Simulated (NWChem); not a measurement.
System: CH3FO3Si; SMILES O=C[Si](F)(O)O

The following NWChem deck was run.

```
start job
memory heap 200 mb stack 900 mb global 1100 mb
geometry units angstroms noautosym nocenter noautoz
  O      0.281222     2.139012     0.420955
  C     -0.519475     1.393040    -0.099994
  Si    -0.059453    -0.459323    -0.108355
  O     -1.260981    -1.333738     0.578845
  O      1.365957    -0.548466     0.694621
  F      0.142690    -0.955513    -1.633411
  H     -1.465360     1.805026    -0.539445
  H     -1.053364    -2.184436     0.977290
  H      1.689167     0.332712     0.931844
end
basis spherical
  * library 6-31g*
end
dft
  xc hfexch
  iterations 150
  mulliken
end
task dft energy
esp
  recalculate
  probe 0.07
  range 0.3
  factor 1.0
  spacing 0.02
end
task esp
```

Geometry: optimised at PBE0/def2-SVP.

Atomic charges in e: unrestrained fits to the electrostatic potential beside Mulliken populations; buried atoms are poorly determined by the fit.

Atoms are numbered as in the input.

### Question
Give the results of this calculation. (Hartree-Fock/6-31G* (spherical d).) Quantities: ESP O1; Mulliken O1; ESP C2; Mulliken C2; ESP Si3; Mulliken Si3; ESP O4; Mulliken O4; ESP O5; Mulliken O5; relative RMS misfit of the potential (%).

### Answer
ESP O1: -0.43
Mulliken O1: -0.48
ESP C2: 0.19
Mulliken C2: 0.04
ESP Si3: 1.29
Mulliken Si3: 1.55
ESP O4: -0.87
Mulliken O4: -0.88
ESP O5: -0.77
Mulliken O5: -0.89
relative RMS misfit of the potential (%): 18
